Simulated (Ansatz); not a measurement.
CClF3, quintet, at the geometry of the source list (a higher spin typed on purpose: for a closed-shell molecule this is an excited state); SVWN5/def2-SVP (Ansatz, a quantum-chemistry and plane-wave program).

The Ansatz input:
Ansatz 0.2 input:
```yaml
crystal:
  periodic: [false, false, false]
  atoms:
    - {symbol: F, position_ang: [-0.57610000, -0.63500000, -1.04370000]}
    - {symbol: C, position_ang: [-0.07440000, -0.00180000, 0.00350000]}
    - {symbol: F, position_ang: [-0.57130000, 1.22370000, 0.02310000]}
    - {symbol: F, position_ang: [-0.47540000, -0.62840000, 1.09700000]}
    - {symbol: Cl, position_ang: [1.69720000, 0.04150000, -0.08000000]}
basis:
  gaussian:
    orbitals: def2-SVP
hamiltonian:
  xc: {name: SVWN5}
magnetization: {spin_polarized: false, initial_magnetization: 4}
```

Task: Write the output that Ansatz gives for this input, abridged.

Result: 
```
Functional definition: SVWN5
797 factors; their error is unknown
mean field evaluation 1: about -21570.6961 eV, gradient 5.0e1 eV
mean field evaluation 2: about -21506.2114 eV, gradient 1.5e2 eV
mean field evaluation 4: about -21574.2425 eV, gradient 4.1e1 eV
mean field evaluation 8: about -21577.5223 eV, gradient 1.5e1 eV
mean field evaluation 16: about -21570.6944 eV, gradient 5.0e1 eV
mean field evaluation 32: about -21578.6278 eV, gradient 1.2e-4 eV
mean field evaluation 64: about -21575.0615 eV, gradient 2.2e1 eV
mean field evaluation 96: about -21578.6154 eV, gradient 1.7e-1 eV
mean field evaluation 128: about -21576.8379 eV, gradient 7.4e0 eV
mean field evaluation 160: about -21577.9993 eV, gradient 3.2e0 eV
mean field evaluation 192: about -21578.6126 eV, gradient 2.2e0 eV
mean field evaluation 224: about -21575.5255 eV, gradient 2.4e1 eV
mean field evaluation 256: about -21578.5529 eV, gradient 1.0e0 eV
mean field evaluation 288: about -21576.6631 eV, gradient 5.9e0 eV
mean field evaluation 320: about -21578.6276 eV, gradient 5.0e-6 eV
mean field -21578.62798719 eV, -792.9999520097 hartree, gradient 2.8e-6 eV, S^2 6.000000; 16 other end points of the search recorded, 0 dependent functions left out
reference -21578.62800242 eV, -792.9999525697 hartree; 27, 23 occupied and 47, 51 virtual orbitals, 797 factors
Total energy: -21578.62800242 eV, -792.9999525697 hartree
```
